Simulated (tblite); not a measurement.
Species: C₆H₁₀O.
Atom-mapped SMILES: `[CH3:1][CH:2]=[C:3]=[C:4]([CH3:5])[O:6][CH3:7]` (hydrogens: H8, H9, H10 on C1; H11 on C2; H12, H13, H14 on C5; H15, H16, H17 on C7)

Computed with GFN2-xTB (tblite), gas phase: L-BFGS steps from a force-field or distance-geometry start until the largest atomic force falls under 0.01 eV/Å.

Step 50: E = -596.8996 eV
```
atom  x, y, z in Å  |  force x, y, z in eV/Å
C1     -3.0691   -0.3498   -0.4562    0.033   0.011  -0.006
C2     -1.6903   -0.5399   -1.0172    0.002   0.001   0.011
C3     -0.5925   -0.1429   -0.4483   -0.040  -0.029  -0.004
C4      0.4858    0.2342    0.1825    0.020  -0.008   0.011
C5      1.1212    1.5867   -0.0089   -0.013  -0.018  -0.014
O6      1.0522   -0.6213    1.1206    0.004  -0.019   0.014
C7      2.4182   -0.9163    0.9505    0.021   0.000  -0.002
H8     -3.6964    0.1810   -1.1732    0.030   0.002   0.023
H9     -3.0297    0.2133    0.4730   -0.020  -0.028  -0.017
H10    -3.5292   -1.3205   -0.2668    0.032   0.032   0.004
H11    -1.6436   -1.0451   -1.9763   -0.012   0.018  -0.008
H12     2.1058    1.4986   -0.4687   -0.018   0.005   0.007
H13     0.4933    2.1983   -0.6503   -0.006  -0.004   0.011
H14     1.2291    2.0748    0.9601    0.027  -0.004  -0.032
H15     2.6691   -1.6350    1.7292   -0.031  -0.022   0.005
H16     2.6111   -1.3675   -0.0293   -0.009   0.001  -0.011
H17     3.0580   -0.0366    1.0695   -0.018   0.061   0.010
```

Step 51: E = -596.9002 eV
```
atom  x, y, z in Å  |  force x, y, z in eV/Å
C1     -3.0718   -0.3496   -0.4569    0.043   0.008  -0.010
C2     -1.6914   -0.5373   -1.0173   -0.013  -0.003   0.010
C3     -0.5935   -0.1442   -0.4455   -0.046  -0.033  -0.001
C4      0.4852    0.2323    0.1857   -0.002  -0.029  -0.010
C5      1.1211    1.5833   -0.0107   -0.005  -0.019  -0.008
O6      1.0536   -0.6237    1.1220   -0.011  -0.015   0.019
C7      2.4207   -0.9138    0.9533    0.012   0.007  -0.003
H8     -3.6994    0.1839   -1.1727    0.047  -0.002   0.039
H9     -3.0318    0.2097    0.4752   -0.030  -0.037  -0.034
H10    -3.5328   -1.3217   -0.2726    0.047   0.052   0.005
H11    -1.6441   -1.0385   -1.9791   -0.011   0.022   0.009
H12     2.1017    1.4909   -0.4769    0.004   0.008  -0.003
H13     0.4919    2.1967   -0.6487   -0.016  -0.006   0.010
H14     1.2381    2.0713    0.9566    0.024   0.008  -0.015
H15     2.6738   -1.6342    1.7296   -0.035  -0.024   0.008
H16     2.6151   -1.3610   -0.0279    0.001  -0.004  -0.021
H17     3.0565   -0.0321    1.0760   -0.009   0.065   0.008
```

Step 52: E = -596.9011 eV
```
atom  x, y, z in Å  |  force x, y, z in eV/Å
C1     -3.0757   -0.3492   -0.4582    0.043   0.004  -0.012
C2     -1.6937   -0.5333   -1.0167   -0.026  -0.009   0.001
C3     -0.5956   -0.1466   -0.4407   -0.035  -0.029   0.010
C4      0.4843    0.2288    0.1902   -0.032  -0.054  -0.035
C5      1.1214    1.5775   -0.0138    0.009  -0.018   0.003
O6      1.0557   -0.6282    1.1238   -0.025  -0.008   0.017
C7      2.4250   -0.9099    0.9575   -0.005   0.019  -0.004
H8     -3.7028    0.1884   -1.1718    0.059   0.001   0.046
H9     -3.0372    0.2031    0.4783   -0.035  -0.039  -0.042
H10    -3.5381   -1.3227   -0.2821    0.060   0.061   0.007
H11    -1.6454   -1.0275   -1.9826   -0.009   0.022   0.024
H12     2.0957    1.4791   -0.4902    0.030   0.010  -0.020
H13     0.4898    2.1944   -0.6458   -0.029  -0.011   0.011
H14     1.2533    2.0658    0.9507    0.017   0.020   0.006
H15     2.6805   -1.6331    1.7304   -0.037  -0.017   0.005
H16     2.6223   -1.3508   -0.0256    0.016  -0.003  -0.024
H17     3.0535   -0.0237    1.0866    0.000   0.051   0.005
```

Step 53: E = -596.9022 eV
```
atom  x, y, z in Å  |  force x, y, z in eV/Å
C1     -3.0805   -0.3487   -0.4600    0.028   0.000  -0.009
C2     -1.6971   -0.5278   -1.0152   -0.029  -0.016  -0.012
C3     -0.5991   -0.1500   -0.4337   -0.011  -0.018   0.026
C4      0.4832    0.2232    0.1952   -0.053  -0.067  -0.052
C5      1.1220    1.5697   -0.0180    0.026  -0.013   0.014
O6      1.0582   -0.6349    1.1257   -0.031   0.000   0.005
C7      2.4309   -0.9047    0.9631   -0.024   0.031  -0.003
H8     -3.7060    0.1944   -1.1702    0.057   0.015   0.038
H9     -3.0463    0.1937    0.4820   -0.030  -0.026  -0.032
H10    -3.5444   -1.3232   -0.2951    0.063   0.047   0.011
H11    -1.6474   -1.0123   -1.9861   -0.006   0.012   0.029
H12     2.0880    1.4648   -0.5088    0.048   0.009  -0.034
H13     0.4863    2.1908   -0.6416   -0.039  -0.022   0.016
H14     1.2740    2.0590    0.9427    0.005   0.021   0.021
H15     2.6887   -1.6323    1.7318   -0.036   0.002  -0.003
H16     2.6335   -1.3378   -0.0227    0.028   0.008  -0.015
H17     3.0490   -0.0118    1.1010    0.003   0.018   0.000
```

Question: Estimate the geometry and energy of step 54. (The exact step hangs on the optimiser's Hessian estimate; all steps are aligned on step 53, rigid shifts and turns removed.)

Answer: E = -596.9031 eV, largest force 0.085 eV/Å
```
atom  x, y, z in Å  |  force x, y, z in eV/Å
C1     -3.0842   -0.3481   -0.4616    0.006   0.001  -0.001
C2     -1.7004   -0.5227   -1.0136   -0.018  -0.017  -0.020
C3     -0.6026   -0.1534   -0.4269    0.011  -0.006   0.032
C4      0.4825    0.2170    0.1987   -0.047  -0.052  -0.048
C5      1.1227    1.5625   -0.0219    0.033  -0.010   0.014
O6      1.0603   -0.6417    1.1267   -0.026   0.004  -0.012
C7      2.4360   -0.9001    0.9682   -0.035   0.032  -0.003
H8     -3.7076    0.2001   -1.1682    0.042   0.034   0.014
H9     -3.0557    0.1846    0.4850   -0.017  -0.003  -0.004
H10    -3.5489   -1.3228   -0.3068    0.052   0.012   0.013
H11    -1.6494   -0.9976   -1.9886   -0.002  -0.007   0.016
H12     2.0812    1.4536   -0.5269    0.047   0.006  -0.036
H13     0.4815    2.1866   -0.6374   -0.039  -0.034   0.025
H14     1.2926    2.0537    0.9350   -0.008   0.009   0.023
H15     2.6948   -1.6319    1.7332   -0.031   0.022  -0.010
H16     2.6455   -1.3265   -0.0197    0.030   0.024   0.001
H17     3.0448   -0.0013    1.1148    0.002  -0.016  -0.004
```

The energy changes by -0.0009 eV. The first-order estimate −F·Δx gives -0.0014 eV and the mean of the old and new forces, exact on a quadratic surface, -0.0010 eV. The step makes an angle of 82° with the force vector and moves no atom by more than 0.022 Å.

What follows is the cost of the whole relaxation. The run took 0.66 s wall on an Arm Neoverse V1 with one thread, no GPU, on a shared host.
